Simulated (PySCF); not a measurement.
## Correlation energy of Cu²⁺ (copper, charge +2)

[Ar] 3d8 4p1, one real determinant (an excited configuration). Computed with PySCF 2.14 in aug-cc-pVDZ-PP with ECP10MDF (5s5p4d2f, 54 functions), with scalar relativity through the core potential. Frozen: 3s2 3p6; 9 electrons correlated.

MP2 pair energies summed by pair of shells (mhartree):

```
 pair   energy  share (%)
3d-3d  -206.67       92.9
3d-4p   -15.86        7.1
```

Total MP2 correlation energy: -222.53 mhartree.

Same-spin part -87.79 and opposite-spin part -134.74 mhartree; SCS-MP2 scales them by 1/3 and 6/5 to -190.95 mhartree.

The reference is one real determinant that mixes LS terms of this configuration.
